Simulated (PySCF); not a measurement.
Electron correlation in Zn²⁺ (zinc, charge +2)

[Ar] 3d9 4s1, high-spin 3D determinant (an excited configuration). All numbers are calculated (PySCF 2.14, the non-relativistic Hamiltonian (point nucleus), in def2-TZVPPD (6s6p4d2f1g, 67 functions)). Frozen: [Ar]; 10 electrons correlated.

| level | correlation energy (mhartree) |
| --- | --- |
| CCSD | -317.34 |
| (T) | -5.37 |
| CCSD(T) | -322.71 |

Diagnostics: T1 = 0.0063, D1 = 0.0159, largest double amplitude 0.014.

**Question.** Is a single reference adequate?

**Answer.** Yes: T1 lies below 0.03 and no double amplitude reaches 0.07.
